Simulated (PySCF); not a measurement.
Delta-SCF ions had no search for a lower state. Excitations are Tamm–Dancoff values on a coarser integration grid. The basis has no diffuse functions, so Rydberg states are missing or too high.

C₄H₁₀O, SMILES `CC(C)(C)O` (C–C–O–H torsion 180°) (charge 0, multiplicity 1)

Level of theory: PySCF with PBE-D3(BJ)/def2-TZVP // B3LYP-D3(BJ)/def2-TZVP.

The HOMO comes out as -6.08 eV. The dipole moment comes out as 1.48 D, the HOMO–LUMO gap comes out as 6.09 eV and the LUMO is 0.01 eV. The S1 excitation (TDA) comes out as 6.17 eV. The S1 oscillator strength is 0.017 and the T1 excitation (TDA) comes out as 5.98 eV. The S1–T1 gap (TDA) comes out as 0.18 eV and the vertical ionisation energy (Delta-SCF) comes out as 9.69 eV. The total energy is -233.4654 Ha. The cost is very roughly 2.0 core-minutes.

```xyz
15

C     -1.4200    -0.4635     0.2839
C      0.0435    -0.0444     0.2302
C      0.8296    -0.9319    -0.7350
C      0.1748     1.4290    -0.1561
O      0.5345    -0.2365     1.5693
H     -1.8885    -0.3534    -0.6950
H     -1.5024    -1.5053     0.5954
H     -1.9622     0.1527     1.0019
H      1.8857    -0.6492    -0.7463
H      0.4497    -0.8399    -1.7544
H      0.7575    -1.9763    -0.4296
H     -0.3605     2.0548     0.5588
H      1.2246     1.7345    -0.1618
H     -0.2308     1.6134    -1.1528
H      1.4644     0.0159     1.5915
```
Charge 0, spin multiplicity 1.
